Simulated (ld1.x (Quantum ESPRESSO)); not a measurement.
**What one change does to a pseudopotential (scandium, RRKJ)**

```json
{
 "Element": "Sc",
 "Generator": "ld1.x (Quantum ESPRESSO) 7.5",
 "Type": "norm-conserving RRKJ (Kleinman–Bylander form)",
 "Functional": "LDA (PZ)",
 "Relativity": "scalar-relativistic",
 "Frozen core": "[Ne] 3s2",
 "Valence charge": "9",
 "Reference configuration": "3p6 3d1 4s1.5 4p0 (charge +0.5)",
 "Partial waves": "3p (bound): rc 1.25 bohr; 3d (bound): rc 1.75 bohr; 4s (bound): rc 2.45 bohr",
 "Local potential": "the s channel",
 "Core correction": "Bessel-smoothed model core inside 0.95 bohr"
}
```

All-electron outer shells of the reference configuration (LDA (PZ), scalar-relativistic, ld1.x):

| shell | level (eV) | outermost node (bohr) | outermost maximum (bohr) |
| --- | --- | --- | --- |
| 3s | -58.06 | 0.42 | 0.92 |
| 3p | -36.91 | 0.39 | 0.97 |
| 4s | -7.04 | 1.33 | 2.98 |
| 3d | -6.66 | – | 1.10 |
| 4p | -3.90 | 1.48 | 3.74 |

Change: core [Ne], valence charge 11; reference 3s2 3p6 3d1 4s2 4p0; waves now 3p (bound): rc 1.55 bohr; 3d (bound): rc 2.25 bohr; 3s (bound): rc 1.45 bohr; core correction none.

Cutoffs: the cutoffs (Ry, on a coarse ladder) from which the occupation-weighted sum of valence levels, in a spherical-Bessel basis at the reference potential, stays within 10 and 1 mRy of its value at 400 Ry; they do not see the model core or the augmentation charge, which bear on the density cutoff. Errors are all-electron minus pseudo energies relative to the spin-unpolarised reference configuration.

Problem. What does the change do?

Solution. The potential gets softer (80 Ry and 100 Ry → 55 Ry and 90 Ry); the miss of the reference levels goes from 0.00 to 0.22 eV; neither file shows a bound ghost at the reference potential, the only one tested. Several settings change at once here, so the effects cannot be laid on one of them.

```tsv
quantity	base	changed
cutoff, loose	80 Ry	55 Ry
cutoff, tight	100 Ry	90 Ry
loose cutoff by channel (10 mRy a level)	p 60 Ry, d 45 Ry, s 6 Ry	p 30 Ry, d 30 Ry, s 35 Ry
bound ghosts	none	none
largest miss of a reference level, eV	0.00	0.22
largest error over its own tests, meV	-1167	-1086
```

Base: These tests converged, but a pseudo level misses the all-electron one widely, so the file describes the atom poorly there or has found another state: 3p6 3d0 4s0 4p0: empty 4p by 2.6 eV. Changed file: The 4s level has no wave, so the channel is fitted at the deeper level alone: the likely source of the large errors.
